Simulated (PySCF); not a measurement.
How methods differ on the excitation energy of Sn⁺

Sn⁺ [Kr] 4d10 5s2 5p1 (2P) → Sn⁺ [Kr] 4d10 5s2 5d1 (2D), as a difference of total energies. Calculation: PySCF 2.14, in aug-cc-pwCVTZ-DK3 (10s9p7d4f1g, 109 functions); scalar relativity by spin-free X2C-1e. Correlated levels: valence: [Kr] 4d10 frozen; valence and next inner shell: [Ar] 3d10 frozen. The calculations carry no spin-orbit coupling.

```json
{"method": "UHF", "excitation energy (cm⁻¹)": "62408"}
{"method": "LDA", "excitation energy (cm⁻¹)": "60134"}
{"method": "PBE", "excitation energy (cm⁻¹)": "58240"}
{"method": "PBE0", "excitation energy (cm⁻¹)": "60047"}
{"method": "r2SCAN", "excitation energy (cm⁻¹)": "61136"}
{"method": "BHandHLYP", "excitation energy (cm⁻¹)": "61523"}
{"method": "BP86", "excitation energy (cm⁻¹)": "58565"}
{"method": "TPSS", "excitation energy (cm⁻¹)": "59049"}
{"method": "MP2 (valence)", "excitation energy (cm⁻¹)": "61376"}
{"method": "SCS-MP2 (valence)", "excitation energy (cm⁻¹)": "61476"}
{"method": "MP2 (valence and next inner shell)", "excitation energy (cm⁻¹)": "61920"}
{"method": "SCS-MP2 (valence and next inner shell)", "excitation energy (cm⁻¹)": "61708"}
```

Errors of the correlated levels include the incompleteness of this basis and the frozen core.

For comparison: 68957 cm⁻¹ (measured; NIST levels, between the centres of gravity of the two terms).
